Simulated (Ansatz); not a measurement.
Geometry optimisation, RKS PBE-D4/6-31G* in Ansatz 0.2.0.

Input file:

```yaml
crystal:
  periodic: [false, false, false]
  atoms:
    - { symbol: Al, position_ang: [0.0, 0.0, 0.0] }
    - { symbol: H, position_ang: [0.0, 0.0, 1.91] }
    - { symbol: F, position_ang: [1.4635, 0.0, -0.845] }
    - { symbol: H, position_ang: [-1.351, 0.0, -0.78] }
    - { symbol: O, position_ang: [0.0869, -1.972, 0.6559] }
    - { symbol: Si, position_ang: [-0.6831, -3.2686, -0.0846] }
    - { symbol: H, position_ang: [0.2217, -4.4137, -0.1261] }
    - { symbol: H, position_ang: [-1.8799, -3.6221, 0.6732] }
    - { symbol: H, position_ang: [-1.0612, -2.8984, -1.4453] }
    - { symbol: H, position_ang: [0.0439, -0.9965, 1.8084] }
basis:
  gaussian: { orbitals: "6-31G*" }
hamiltonian:
  xc: pbe
  dispersion: d4
relax:
  f_tol: 0.15
  max_steps: 25
  restrain:
    - { distance: [0, 4], at: 2.98, k: 30.0 }
    - { distance: [9, 1], at: 1.86, k: 30.0 }
    - { distance: [0, 1], at: 1.56, k: 30.0 }
    - { distance: [9, 4], at: 1.01, k: 30.0 }
```

Command:

```bash
$ ansatz run input.yaml --threads 1 --pin off --max-ram 2048MiB --backend cpu --events-out ev --progress --plain --runs-dir out
```

Task: Where does it end, and by what steps?

Result: The forces met the threshold. The restraints hold the end off the free minimum. After 15 steps the energy has fallen by 0.653 eV (the restraints' own energy left out); F3 moved furthest, 1.27 Å. Parted: Al1–O5 (2.08 → 2.97 Å). Joined: O5–H10 (1.51 → 1.00 Å).

| step | energy less start (eV) | largest force component (eV/Å) | accepted |
| --- | --- | --- | --- |
| 0 | 0.0000 | 3.697 | yes |
| 1 | 0.3678 | 3.411 | yes |
| 2 | 0.0851 | 3.244 | yes |
| 3 | -0.0484 | 2.016 | yes |
| 4 | -0.3357 | 1.161 | yes |
| 5 | -0.4971 | 0.953 | yes |
| 6 | -0.5388 | 0.713 | yes |
| 7 | -0.5650 | 0.667 | yes |
| 8 | -0.5854 | 0.739 | yes |
| 9 | -0.5805 | 1.000 | no |
| 10 | -0.6036 | 0.734 | yes |
| 11 | -0.6171 | 0.755 | yes |
| 12 | -0.6300 | 0.713 | yes |
| 13 | -0.6332 | 0.575 | yes |
| 14 | -0.6469 | 0.890 | yes |
| 15 | -0.6527 | 0.718 | yes |

```xyz
10
Properties=species:S:1:pos:R:3
Al 0.162 0.439 -0.138
H -0.374 0.136 1.313
F 1.683 1.113 -0.277
H -0.706 0.260 -1.464
O 0.319 -2.379 0.770
Si -0.803 -3.501 0.178
H -0.007 -4.600 -0.445
H -1.655 -4.042 1.290
H -1.715 -2.897 -0.854
H -0.062 -1.702 1.393
```

The run took 51 s on 1 thread of Arm Neoverse V1, with other jobs on the host, peak memory 0.15 GiB.
